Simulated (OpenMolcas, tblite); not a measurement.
## CH2BF3O (SMILES OC(F)B(F)F): the vertical energy of the triplet above the singlet, rung by rung

CH2BF3O has 8 atoms, charge 0, and is taken as a singlet. As SMILES, `OC(F)B(F)F`. The coordinates come from a PBE0-D4/def2-TZVP relaxation. This is one conformer, not always the lowest.

Each level gives the vertical energy of the triplet above the singlet (eV). The values are calculated.

| level | kind | program | value (eV) | CPU time (all runs) |
| --- | --- | --- | --- | --- |
| GFN1-xTB | semi-empirical | tblite | 6.58 | under 2 s |
| HF/def2-SVP | Hartree–Fock | OpenMolcas | 7.82 | 30 s |
| SVWN5/def2-SVP | LDA | OpenMolcas | 6.07 | 84 s |
| PBE/def2-SVP | GGA | OpenMolcas | 6.07 | 2 min |
| M06-L/def2-SVP | meta-GGA | OpenMolcas | 6.76 | 2.8 min |
| BHLYP/def2-SVP | global hybrid | OpenMolcas | 7.39 | 1.9 min |

The values span 6.07 to 7.82 eV. A triplet this far above the singlet is often a Rydberg-like or dissociative state; sets without diffuse functions put Rydberg states too high. The upper state's dipole differs much between rows, so they may not all be the same state. Times are those of the runs behind each value, whatever else they computed, on shared processors of several kinds: orders of magnitude only.
